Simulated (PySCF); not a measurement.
C5H7O2 (doublet state).
Cartesian coordinates in Å at the PBE0-D3(BJ)/def2-SVP level; atoms count from 1:
```xyz
14
C5H7O2 angstrom
C     -2.4032   -0.2444   -0.0599
C     -0.9635    0.1577   -0.2599
O     -0.6496    1.0636   -1.0189
C      0.0383   -0.5943    0.4920
C      1.4895   -0.3838    0.4919
C      2.1158    0.6956   -0.3433
O      2.1630   -1.1199    1.2004
H     -2.6689   -0.2408    1.0087
H     -3.0559    0.4451   -0.6088
H     -2.5640   -1.2706   -0.4280
H     -0.2857   -1.4146    1.1401
H      3.1995    0.6796   -0.1744
H      1.6974    1.6793   -0.0863
H      1.8859    0.5467   -1.4080
```

The hyperfine couplings belong to this conformer and change with its torsions.

As a line formula: `O=C(C)[CH]C(=O)C` [radical].

Computed with PySCF 2.14.0, UKS B3LYP, IGLO-III on C O, pcH-1 on H, non-relativistic, mean-field spin-orbit, GIAO. Isolated species at its PBE0-D3(BJ)/def2-SVP geometry (one conformer only). No stability test was run, so a lower SCF solution isn't excluded.

Question: The isotropic 13C couplings, averaged over equivalent nuclei, are +61.4, -32.7, -1.5 MHz. Assign them to C1/C6; C2/C5; C4.

Answer: 
```csv
site,a_iso (MHz),ρ(0) (bohr⁻³),position,distance from C4 (Å),spin population,largest |T| (MHz)
C1/C6,-1.5,-0.0014,2 bonds from C4,2.56,0.00,1.0
C2/C5,-32.7,-0.0291,1 bond from C4,1.46,-0.12,13.8
C4,+61.4,+0.0546,largest spin population,0.00,+0.80,119.3
```

Question: The isotropic 1H couplings, averaged over equivalent nuclei, are -48.8, -3.2 MHz. Assign them to H8 (×6); H11.

Answer: 
```tsv
site	a_iso (MHz)	ρ(0) (bohr⁻³)	position	distance from C4 (Å)	bound to	spin population there	largest |T| (MHz)
H8 (×6)	-3.2	-0.0007	γ, 3 bonds from C4	3.05	C1/C6	0.00	3.7
H11	-48.8	-0.0109	α, 1 bond from C4	1.09	C4	+0.80	29.6
```

ρ(0) is the spin density at the nucleus and T the dipolar tensor; entries for several nuclei are means. The Mulliken spin populations are largest on C4 (+0.80), O3 (+0.24), O7 (+0.24) and C5 (-0.13). Three atoms exceed +0.15. The positive populations add up to 1.29 and the negative ones to -0.29, together 2S = 1. The angles at C4 add up to 360.0°, so it is planar; its axial dipolar tensor and the negative coupling of its proton fit spin in a p orbital normal to that plane.

β density exceeds α density at some nuclei, such as C2/C5 (-0.0291), H11 (-0.0109) and C1/C6 (-0.0014), spin density in bohr⁻³. In a single determinant that takes different orbitals for the two spins, that is spin polarisation.

Means are taken over nuclei equivalent by connectivity, which assumes that they swap fast. The six 1H nuclei of mean -3.2 MHz run from -6.6 to -1.0 MHz in the frozen geometry.
